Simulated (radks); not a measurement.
The lead ion Pb+ inside a hard spherical wall (all orbitals vanish at R), configuration held at [Hg] 6p1 and not refilled when levels cross. All-electron calculation, scalar-relativistic Kohn-Sham, PBE, spin-polarised, spherical densities, point nucleus; open shells are filled with parallel spins first (spin-orbit coupling, left out, can overturn this in heavy ions). Program: a radial shooting solver on a logarithmic mesh with Libxc functionals. Eigenvalues in eV for spin up, with the zero of energy where the potential of the charges vanishes at infinity; a dash marks a level that is unbound or too diffuse for the functional's potential to be trusted. A positive occupied level is held by the wall or, in an anion where self-interaction has pushed it up, behind a barrier. The pressure on the wall is -dE/dV.

[
 {"R (bohr)": "free", "E (hartree)": "-20881.6732", "kinetic (hartree)": "23610.917", "e(5p)": "-93.527", "e(5d)": "-28.891", "e(6s)": "-19.518", "e(6p)": "-10.195", "e(7s, empty)": "-4.625", "e(6d, empty)": "-", "pressure (GPa)": "0"},
 {"R (bohr)": "12", "E (hartree)": "-20881.6732", "kinetic (hartree)": "23610.917", "e(5p)": "-93.526", "e(5d)": "-28.891", "e(6s)": "-19.517", "e(6p)": "-10.194", "e(7s, empty)": "-4.576", "e(6d, empty)": "-3.050", "pressure (GPa)": "< 0.0001"},
 {"R (bohr)": "10", "E (hartree)": "-20881.6732", "kinetic (hartree)": "23610.918", "e(5p)": "-93.522", "e(5d)": "-28.886", "e(6s)": "-19.514", "e(6p)": "-10.190", "e(7s, empty)": "-4.378", "e(6d, empty)": "-2.863", "pressure (GPa)": "0.00180"},
 {"R (bohr)": "7", "E (hartree)": "-20881.6694", "kinetic (hartree)": "23610.950", "e(5p)": "-93.367", "e(5d)": "-28.737", "e(6s)": "-19.397", "e(6p)": "-10.007", "e(7s, empty)": "-2.126", "e(6d, empty)": "-1.335", "pressure (GPa)": "0.250"},
 {"R (bohr)": "6", "E (hartree)": "-20881.6581", "kinetic (hartree)": "23611.030", "e(5p)": "-93.074", "e(5d)": "-28.458", "e(6s)": "-19.168", "e(6p)": "-9.594", "e(7s, empty)": "0.797", "e(6d, empty)": "0.390", "pressure (GPa)": "1.37"},
 {"R (bohr)": "2.5", "E (hartree)": "-20877.0836", "kinetic (hartree)": "23631.764", "e(5p)": "-71.054", "e(5d)": "-6.779", "e(6s)": "16.340", "e(6p)": "41.539", "e(7s, empty)": "150.29", "e(6d, empty)": "83.600", "pressure (GPa)": "3710"},
 {"R (bohr)": "1.5", "E (hartree)": "-20823.1650", "kinetic (hartree)": "23826.159", "e(5p)": "25.606", "e(5d)": "110.31", "e(6s)": "274.31", "e(6p)": "343.71", "e(7s, empty)": "757.66", "e(6d, empty)": "433.13", "pressure (GPa)": "186000"}
]
